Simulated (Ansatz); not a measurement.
Consider the silylene formation by 1,1-elimination: `[SiH3]C[CH2][GeH3]` → `C[CH2][GeH3]` + `[SiH2]`.

Isolated molecules relaxed with PBE0-D4/def2-TZVP in Ansatz; ΔE leaves out vibrations. CBS: MP2 limit from def2 TZ/QZ plus the TZ coupled-cluster correction, frozen cores. This one scheme is used for every species. For Ge outer-core shells are correlated without core-valence functions, which leaves a few kJ/mol of doubt a bond. Scalar relativity is left out up to krypton. One conformer a species, not always the lowest.

| species | HF/CBS(def2) energy (Eh) |
| --- | --- |
| `[SiH3]C[CH2][GeH3]` | -2445.94869 |
| `C[CH2][GeH3]` | -2155.83463 |
| `[SiH2]` | -290.03599 |

(1) Work out ΔE.

Largest T1 diagnostic among the species: 0.014.

Answers

(1) ΔE = (-2155.83463) + (-290.03599) − (-2445.94869) = 0.07807 Eh = +205.0 kJ/mol. CCSD(T)/CBS gives +227.9 kJ/mol.

The D4 term adds +14.2 kJ/mol with B3LYP and +7.8 kJ/mol with PBE0; it sums over pairs of atoms, weighted by their polarisabilities, and B3LYP, whose exchange is more repulsive, gets the larger term. From PBE to PBE0 (25 % exact exchange), in def2-TZVPP and without D4, ΔE moves by +8.7 kJ/mol.

B3LYP here is the variant with VWN-RPA as its local correlation; programs differ in this.
